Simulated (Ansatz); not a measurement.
Reaction (atomization): `[CH3][Sb][SiH3]`• → C• + 6 H• + Sb• + Si•

Program: Ansatz. Geometries: PBE0-D4/def2-TZVP. ΔE: electronic, gas phase. CCSD(T)/CBS is the MP2 limit (def2-TZVPP, def2-QZVPP) plus CCSD(T) − MP2 in def2-TZVPP, frozen cores. This one scheme is used for every species, atoms too. Functionals use def2-TZVPP. B3LYP here is the variant with VWN-RPA as its local correlation; programs differ in this. HSE06 is defined as in plane-wave codes. Open shells (•) are unrestricted, without spin–orbit coupling. Spin–orbit coupling would lower the free atoms: a little for C, Si. Elements past krypton have def2 core potentials. Bonds to Sb are less sure, by a few kJ/mol each and by 10 to 20 or more in all where they break to atoms, as the def2 sets lack core-valence functions.

```
             level  ΔE (kJ/mol)  difference from CCSD(T)/CBS
       LDA (SPW92)       3023.1                        321.1
            PBE-D4       2707.5                          5.5
           BLYP-D4       2694.7                         -7.3
         r2SCAN-D4       2697.5                         -4.5
            B97M-V       2715.6                         13.6
           PBE0-D4       2684.6                        -17.4
          B3LYP-D4       2713.2                         11.2
        r2SCANh-D4       2688.0                        -14.0
        r2SCAN0-D4       2674.9                        -27.1
          HSE06-D4       2684.6                        -17.4
          BHLYP-D4       2666.6                        -35.4
      CAM-B3LYP-D4       2711.1                          9.1
           ωB97X-V       2723.7                         21.7
           ωB97M-V       2696.6                         -5.4
            B2PLYP       2662.4                        -39.6
          PBE-QIDH       2659.6                        -42.4
               PBE       2688.3                        -13.7
              BLYP       2653.3                        -48.7
            r2SCAN       2693.1                         -8.9
              PBE0       2668.1                        -33.9
             B3LYP       2681.7                        -20.3
           r2SCANh       2683.2                        -18.8
           r2SCAN0       2669.5                        -32.5
             BHLYP       2639.1                        -62.9
         CAM-B3LYP       2694.1                         -7.9
           LC-ωPBE       2655.4                        -46.6
       HF/def2-SVP       1974.4                       -727.6
      MP2/def2-SVP       2477.7                       -224.3
     CCSD/def2-SVP       2483.9                       -218.1
  CCSD(T)/def2-SVP       2506.3                       -195.7
     HF/def2-TZVPP       1987.0                       -715.0
    MP2/def2-TZVPP       2598.2                       -103.8
   CCSD/def2-TZVPP       2597.0                       -105.0
CCSD(T)/def2-TZVPP       2627.8                        -74.2
     HF/def2-QZVPP       1992.1                       -709.9
    MP2/def2-QZVPP       2642.5                        -59.5
SCS-MP2/def2-QZVPP       2675.9                        -26.1
      HF/CBS(def2)       1992.9                       -709.1
     MP2/CBS(def2)       2672.3                        -29.7
    CCSD/CBS(def2)       2671.1                        -30.9
       CCSD(T)/CBS       2702.0                            0
```

(1) What do rigid-rotor, harmonic-oscillator terms from PBE0-D4/def2-TZVP frequencies (298.15 K, 1 bar) make of the CCSD(T)/CBS value? (Estimate.)

Largest T1 diagnostic among the species: 0.013.

Answers

(1) Computed: ΔZPE = -158.2 kJ/mol, ΔH = +2580.0 kJ/mol, ΔS = 844 J/(mol·K), ΔG = +2328.4 kJ/mol. Open shells count their whole term as degenerate.

From BLYP to BHLYP (50 % exact exchange), in def2-TZVPP and without D4, ΔE moves by −14.2 kJ/mol: exact exchange takes away binding that semilocal exchange gives to molecules. In def2-TZVPP, CCSD(T) changes the Hartree–Fock value by +640.8 kJ/mol (the triples alone add +30.8 kJ/mol) and MP2 by +611.2 kJ/mol; breaking electron pairs costs correlation energy, which Hartree–Fock lacks. The D4 term adds +31.5 kJ/mol with B3LYP and +16.4 kJ/mol with PBE0; it sums over pairs of atoms, weighted by their polarisabilities, and B3LYP, whose exchange is more repulsive, gets the larger term.

For atomizations the MP2-based limit and the directly extrapolated one differ by several kJ/mol either way, and by 10 to 25 for some Ge, Se and Sn compounds, so smaller differences from it don't rank the levels.
